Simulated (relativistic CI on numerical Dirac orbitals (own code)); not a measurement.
d1 to d9 in one octahedral field

Computed with a parametric ligand-field model without spin-orbit coupling, by exact diagonalisation: B = 450, C = 1870, 10Dq = 37900 cm⁻¹ (Oh; |10Dq|/B = 84.2) for every shell. Energies in cm⁻¹; the field energy is (0.6 n_e − 0.4 n_t2) × 10Dq of the ground term; g labels are left out. So small a B with so large a field is typical of 4d and 5d ions, where spin-orbit coupling, left out here, reaches 1,000 to 4,000 cm⁻¹.

```tsv
Shell	Ground term	Electrons in e	Field energy	First spin-allowed bands	Lowest term of other spin
d1	2T2	0.000	-15160	2E 37900	
d2	3T1	0.004	-30165	3T2 36723, 3T1 42296	1T2 6548
d3	4A2	0.000	-45480	4T2 37900, 4T1 43086	2E 9307
d4	3T1	0.007	-60385	3E 35952, 3T1 36413	1T2 5868
d5	2T2	0.013	-75291	2A2 35203, 2T1 35366	4T1 28672
d6	1A1	0.011	-90560	1T1 36385, 1T2 43113	3T1 32495
d7	2E	1.006	-67974	2T1 36293, 2T2 36793	4T1 28734
d8	3A2	2.000	-45480	3T2 37900, 3T1 43086	1E 7308
d9	2E	3.000	-22740	2T2 37900
```

Low spin: d4, d5, d6, d7; the other shells keep the spin of the free ion. Only d4 to d7 can choose; the field needed to pair spins is smallest for d6 and largest for d5, which loses most exchange energy. In the strong-field picture 10Dq must exceed about 6B + 5C = 12050 (d4), 7.5B + 5C = 12725 (d5), 2.5B + 4C = 8605 (d6) and 4B + 4C = 9280 (d7); mixing of terms shifts these bounds somewhat.
